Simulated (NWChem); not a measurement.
System: CH5NOTi; SMILES [CH3][Ti](=[NH])[OH]

```xyz
9

Ti    -0.0756     0.1085    -0.2233
N     -1.6064     0.1534     0.4043
H     -2.4720     0.2498     0.9321
O      0.9696     1.5132     0.1938
H      0.8502     2.3145     0.7093
C      0.7690    -1.7637     0.2341
H      1.7931    -1.8533    -0.1740
H      0.1587    -2.6067    -0.1333
H      0.8358    -1.8701     1.3309
```
Atoms are numbered in this order, from 1.

Program: NWChem. Pople sets run with spherical d functions. Coordinates come from a PBE0/def2-SVP optimisation. Not confirmed as a minimum by frequencies. GIAO values for the isolated, static molecule; σ is the absolute isotropic shielding, δ = σ(reference) − σ with the isolated reference molecule computed at the same levels (13C: tetramethylsilane, 1H: tetramethylsilane, 15N: ammonia, 17O: water).

```csv
level,σ Ti1 (ppm),δ N2 (ppm),δ H3 (ppm),δ O4 (ppm),δ H5 (ppm),δ C6 (ppm),δ H7 (rotor mean) (ppm)
BHandHLYP/pcSseg-1,…,…,…,…,…,…,…
Hartree-Fock/6-31G*,-136.0,435.3,2.87,205.9,6.64,21.5,0.56
PBE0/pcSseg-1,-563.2,435.9,3.82,314.6,8.64,34.1,1.38
```

Fill in the missing entries.


- BHandHLYP/pcSseg-1, σ Ti1 (ppm): -484.1
- BHandHLYP/pcSseg-1, δ N2 (ppm): 475.8
- BHandHLYP/pcSseg-1, δ H3 (ppm): 3.13
- BHandHLYP/pcSseg-1, δ O4 (ppm): 294.0
- BHandHLYP/pcSseg-1, δ H5 (ppm): 8.23
- BHandHLYP/pcSseg-1, δ C6 (ppm): 31.4
- BHandHLYP/pcSseg-1, δ H7 (rotor mean) (ppm): 1.24
